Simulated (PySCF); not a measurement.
# Electronic absorption of Sn(vinyl)3(NCO)

Sn(vinyl)3(NCO), C₇H₉NOSn.
Structure used (PBE0-D3(BJ)/def2-SVP), in Å, numbered top down from 1:
```
atom  x, y, z in Å
Sn1    0.2563    0.4140    0.1634
C2    -0.1355    0.3346    2.2578
C3    -0.9021   -0.6154    2.7981
H4     0.3021    1.1045    2.9050
H5    -1.3646   -1.4062    2.1969
H6    -1.1061   -0.6476    3.8751
C7     2.2907    0.1002   -0.3835
C8     2.6646   -0.9829   -1.0690
H9     3.0414    0.8484   -0.1018
H10    1.9460   -1.7522   -1.3733
H11    3.7088   -1.1486   -1.3595
C12   -0.6957    2.0358   -0.8364
C13   -1.6282    1.8250   -1.7692
H14   -0.4145    3.0629   -0.5742
H15   -1.9386    0.8149   -2.0595
H16   -2.1259    2.6545   -2.2857
N17   -0.6846   -1.2237   -0.6060
C18   -1.3270   -2.2229   -0.7575
O19   -1.9498   -3.2020   -0.9361
```

Method used: TDDFT B3LYP/def2-SVPD, vertical, gas phase, core orbitals frozen in the response, def2 core potentials past Kr in PySCF. Spin–orbit coupling is left out.

**Question.** What does the calculation give for the low-lying excited states?

**Answer.** 

| state | E (eV) | E (kJ/mol) | λ (nm) | f | main configurations (H = HOMO, L = LUMO) |
| --- | --- | --- | --- | --- | --- |
| S1 | 5.56 | 537 | 222.9 | 0.0001 | H-1→L (43%), H→L+1 (39%) |
| S2 | 5.84 | 563 | 212.4 | 0.049 | H→L+1 (45%), H-1→L (41%) |
| S3 | 5.85 | 565 | 211.9 | 0.052 | H→L (53%), H-1→L+1 (33%) |
| S4 | 6.00 | 578 | 206.8 | 0.014 | H-1→L+1 (46%), H→L (26%), H-2→L (9%) |
| S5 | 6.13 | 592 | 202.2 | 0.0004 | H-3→L (45%), H-2→L+1 (30%), H-4→L (12%) |
| S6 | 6.14 | 593 | 201.8 | 0.0018 | H-2→L (59%), H-3→L+1 (35%) |
| S7 | 6.17 | 595 | 200.9 | 0.0002 | H-4→L+1 (48%), H-3→L (24%), H-2→L+1 (11%) |
| S8 | 6.33 | 611 | 195.9 | 0.054 | H-3→L+1 (23%), H-2→L (19%), H-4→L (17%) |
| S9 | 6.35 | 612 | 195.3 | 0.076 | H-2→L+1 (36%), H-4→L+1 (22%), H-1→L+2 (13%) |

Triplets, Tamm–Dancoff:

```tsv
state	E (eV)	λ (nm)	main configurations (H = HOMO, L = LUMO)
T1	4.32	287.3	H-1→L+1 (20%), H-3→L+1 (16%), H-2→L+1 (12%)
T2	4.32	287.0	H-2→L+1 (18%), H→L (15%), H-3→L (13%)
T3	4.32	286.8	H-4→L (34%), H-2→L+1 (9%)
T4	5.30	234.0	H-1→L (42%), H→L+1 (34%)
```

The lowest singlet comes at 223 nm (537 kJ/mol) in the ultraviolet; it is dark (f under 0.0005); its leading configuration is HOMO-1→LUMO (43%). The most intense listed level is S9 at 6.35 eV (195 nm, f = 0.076), 0.79 eV above S1. It is the last of those listed, so stronger ones may follow. S5/S6 lie within about 0.01 eV of each other. Löwdin shares by element: HOMO (one of a set within 0.03 eV) carbon 26% or more, nitrogen 13%, oxygen 10% (atoms not listed hold the other 51%); LUMO (one of a set within 0.03 eV) carbon 56% or more, tin 9% (atoms not listed hold the other 35%). The listed states span 0.79 eV, and the widest gap between neighbours is 0.28 eV (S1 to S2). Orbital energies (eV): HOMO-3 -7.92, HOMO-2 -7.89, HOMO-1 -7.67, HOMO -7.66, LUMO -1.04, LUMO+1 -1.02, LUMO+2 -0.27. Orbitals of the list HOMO-3 to LUMO+2 that lie within 0.01 eV of each other are written together with a slash and their weights summed (≥ marks a lower bound); for degenerate orbitals outside that list single weights are arbitrary. Singlets were solved by full linear response, triplets in the Tamm–Dancoff approximation. The highest level found (6.36 eV, f 0.026 so far) is left out, since the window may have cut off a degenerate partner.

One conformer stands for the species.
